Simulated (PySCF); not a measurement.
BeH2Se2. Atoms are numbered in the order given.

```xyz
5

Be     0.0000     0.0000    -0.0071
Se    -2.0322     0.0306     0.0302
H     -2.0913    -1.0095    -1.0124
Se     2.0322    -0.0306     0.0302
H      2.0913     1.0095    -1.0124
```

Geometry: B3LYP-D3(BJ)/def2-TZVP. Other conformers were not sampled.

All values below come from PySCF 2.14.0 with TDA-M06-2X/def2-SVPD.

Vertical excitations. Isolated molecule, no solvent. State labels are in the subgroup C2.

Computed excitation energies, oscillator strengths and character:
| state | symmetry | energy (eV) | λ (nm) | f | main pairs |
|---|---|---|---|---|---|
| S1 | B | 5.07 | 244 | 0.001 | HOMO−1→LUMO 47 %, HOMO→LUMO+1 46 % |
| S2 | A | 5.13 | 242 | 0.001 | HOMO−1→LUMO+1 47 %, HOMO→LUMO 46 % |
| S3 | A | 5.82 | 213 | 0.054 | HOMO→LUMO+2 80 % |
| S4 | B | 5.82 | 213 | 0.061 | HOMO−1→LUMO+2 68 %, HOMO→LUMO+3 13 % |
| S5 | A | 5.93 | 209 | 0.002 | HOMO−1→LUMO+1 43 %, HOMO→LUMO 42 % |
| S6 | B | 5.96 | 208 | 0.343 | HOMO→LUMO+1 38 %, HOMO−1→LUMO 35 %, HOMO−1→LUMO+2 12 % |
| S7 | B | 6.43 | 193 | 0.009 | HOMO→LUMO+7 23 %, HOMO−1→LUMO+8 16 %, HOMO−2→LUMO 12 %, HOMO→LUMO+3 10 % |
| S8 | A | 6.44 | 192 | 0.008 | HOMO−1→LUMO+7 25 %, HOMO→LUMO+8 18 %, HOMO−1→LUMO+3 11 %, HOMO→LUMO+2 8 % |
| S9 | B | 6.64 | 187 | 0.019 | HOMO−2→LUMO 78 % |
| S10 | A | 6.67 | 186 | 0.004 | HOMO−2→LUMO+1 82 % |
| T1 | A | 4.88 | 254 | 0 | HOMO−1→LUMO+1 72 %, HOMO→LUMO 16 % |
| T2 | B | 4.88 | 254 | 0 | HOMO→LUMO+1 46 %, HOMO−1→LUMO 42 % |
| T3 | A | 4.89 | 254 | 0 | HOMO→LUMO 68 %, HOMO−1→LUMO+1 14 % |
| T4 | B | 5.04 | 246 | 0 | HOMO−1→LUMO 44 %, HOMO→LUMO+1 41 %, HOMO−1→LUMO+2 8 % |
Triplets are in the Tamm–Dancoff approximation.
